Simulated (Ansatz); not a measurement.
Born–Oppenheimer molecular dynamics of FGeH3O3 (8 atoms, charge 0, multiplicity 1). It starts from a relaxed structure.

Computed with RKS PBE/def2-SVP in Ansatz 0.2.0.

```
ensemble             : NVT, Langevin thermostat
time step            : 0.5 fs
steps asked          : 150
set temperature      : 1000 K
friction             : 0.001 /fs
temperature schedule : 37 steps to 1000 K, then 113 steps to 2000 K
seed                 : 359362
```

First frame:

```xyz
8
Properties=species:S:1:pos:R:3
Ge -0.049 -0.065 -0.125
F 0.102 -0.171 1.623
O 1.575 -0.063 -0.821
H 2.149 -0.695 -0.347
O -0.782 1.449 -0.652
H -1.744 1.320 -0.764
O -1.087 -1.444 -0.567
H -1.257 -1.981 0.231
```

How far do the bonds stretch over the last three quarters of this one trajectory? (Pairs bonded in most of those frames.)


```tsv
bond	mean (Å)	spread (Å)	shortest	longest
Ge1–F2	1.762	0.050	1.69	1.83
Ge1–O3	1.786	0.026	1.74	1.83
Ge1–O5	1.768	0.019	1.74	1.80
Ge1–O7	1.795	0.056	1.70	1.88
O3–H4	0.977	0.008	0.96	0.99
O5–H6	0.976	0.008	0.96	0.99
O7–H8	0.996	0.060	0.90	1.09
```

Mean temperature of the second half: 620 K. The schedule's set-point averaged 1668 K over the second half and the system 620 K, so it lags behind the ramp. A run of 0.075 ps of so small a system gives no equilibrium averages.

The run took 3.1 min on 2 threads of Arm Neoverse V2, on a shared host, peak memory 0.15 GiB.
